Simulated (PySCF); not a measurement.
Species: C7H8.
Bonds: C1–C2 (triple), C2–C3, C3–C4 (triple), C4–C5, C5–C6, C6–C7. Hydrogens: H8 on C1; H9, H10 on C5; H11, H12 on C6; H13, H14, H15 on C7.

Level of theory: core-valence-separated Tamm–Dancoff BHandHLYP/aug-pcX-1 (pcseg-1 on H) in PySCF, non-relativistic, gas phase, PBE0-D3(BJ)/def2-SVP geometry. No empirical shift is added; at this level the pattern usually sits a few eV under experiment.

Task: What does the C 1s absorption edge look like?

Result: 
```tsv
E (eV)	f	core hole on	main final orbital	polarisation
283.19	0.0583	C1	LUMO (54 %)	across the triple bond
283.23	0.0586	C1	LUMO+1 (78 %)	across the triple bond
283.36	0.1208	C4	LUMO/LUMO+1 (2 roots, f summed)	across the triple bond
283.64	0.0146	C3	LUMO (60 %)	across the triple bond
283.70	0.0763	C2	LUMO/LUMO+1 (2 roots, f summed)	across the triple bond
283.74	0.0658	C3	LUMO+1 (80 %)	across the triple bond
285.31	0.0091	C7	LUMO (33 %)	–
285.63	0.0105	C6	LUMO (62 %)	–
285.97	0.0109	C5	LUMO (79 %)	–
285.97	0.0227	C7	LUMO+5 (33 %)	–
286.14	0.0109	C1	LUMO+3 (69 %)	along the triple bond
286.15	0.0074	C5	LUMO+1 (78 %)	–
286.16	0.0021	C7	LUMO (40 %)	–
286.19	0.0272	C6	spread	–
286.31	0.0199	C7	LUMO+6 (30 %)	–
286.38	0.0301	C6	spread	–
286.46	0.0018	C7	LUMO+1 (77 %)	–
286.60	0.0050	C5	LUMO+2 (72 %)	–
286.61	0.0009	C6	LUMO+1 (79 %)	–
286.74	0.0015	C4	LUMO+2 (49 %)	along the triple bond
286.76	0.0019	C7	LUMO+2 (52 %)	–
286.82	0.0000	C3	LUMO+2 (34 %)	–
287.03	0.0025	C6	LUMO+4 (81 %)	–
287.05	0.0031	C1	LUMO+6 (31 %)	along the triple bond
287.13	0.0248	C5	LUMO+5 (34 %)	–
287.15	0.0004	C2	LUMO+3 (55 %)	–
```

The first line with a tenth or more of the strongest one's intensity is at 283.19 eV (f = 0.058), with the hole on C1 (terminal alkyne carbon), polarised across the triple bond: a 1s→π* resonance. The strongest listed is at 283.36 eV (f = 0.121, sum of 2; C4, 1s→π*).

Roots within 0.03 eV whose holes lie on the same, on equivalent or on shared atoms are summed into one line, and the highest roots are left out, as the search may have cut off their partners. Final orbitals are the ground state's empty Kohn–Sham orbitals. A dash: too weak, shared between unlike atoms, or no plane or axis to refer to.

Task: What are the wavelength and the wavenumber of the 285.97 eV line?

Result: λ = 12398.42 eV Å/285.97 eV = 43.356 Å; 2.3065 × 10⁶ cm⁻¹.

Only the lowest roots of each edge were sought.

Cost: about 80 s of CPU time on one thread; the machine was shared, so the figure is rough.

Conformer computed: `[CH:1]#[C:2][C:3]#[C:4][CH2:5][CH2:6][CH3:7]`: C4–C5–C6–C7 -63°.

One conformer stands for the species.
